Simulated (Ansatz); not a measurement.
Ideal-gas functions of CH5OSSi (`CO[SiH2][S]`) radical at 500 K and 1 bar, from an Ansatz frequency run at PBE0-D4/def2-TZVP.

Molar mass 93.2 g/mol, point group C1 (symmetry number 1), electronic degeneracy 2, moments of inertia 56.834, 192.591, 234.018 u Å². Harmonic wavenumbers (cm⁻¹, unscaled): 86, 93, 178, 288, 439, 502, 708, 783, 866, 899, 1151, 1182, 1214, 1479, 1495, 1498, 2181, 2256, 3022, 3089, 3132.

Use S(trans) = R[1.5 ln M + 2.5 ln T − 1.1517]; rotational temperatures θ = 24.2544 K / I; S(rot) = R[ln(√π/σ · √(T³/θAθBθC)) + 1.5]; for each mode x = 1.438777 ν̃/T, S = R[x/(eˣ − 1) − ln(1 − e⁻ˣ)] and H = RT x/(eˣ − 1); 1 cm⁻¹ = 0.0119627 kJ/mol; R = 8.31446 J/(mol·K).

Q: By hand: the entropy, in J/(mol·K).

A: Translation 176.2. Rotation: θ = 0.4268, 0.1259, 0.1036 K, giving 116.3. Vibration, mode by mode: 19.95, 19.30, 13.97, 10.11, 6.90, 5.94, 3.70, 3.12, 2.59, 2.40, 1.35, 1.26, 1.17, 0.63, 0.60, 0.60, 0.11, 0.09, 0.01, 0.01, 0.01, in all 93.8. Electronic 5.8. Sum 392.1 J/(mol·K).

Q: By hand: H − E and G − E in kJ/mol, counted from the electronic energy.

A: Zero-point energy ½ × 26541 × 0.0119627 = 158.8; thermal vibration 23.6; translation, rotation and pV give 4 RT = 16.6. H − E = 199.0 kJ/mol, and G − E = 199.0 − 500 × 392.1/1000 = 3.0 kJ/mol.

Vibration gives 24 % of the entropy, 39.2 J/(mol·K) of it from the modes under 150 cm⁻¹: soft modes count most, and the harmonic formula is weakest for them. The sum counts one conformer and one mirror image; others add a mixing term.
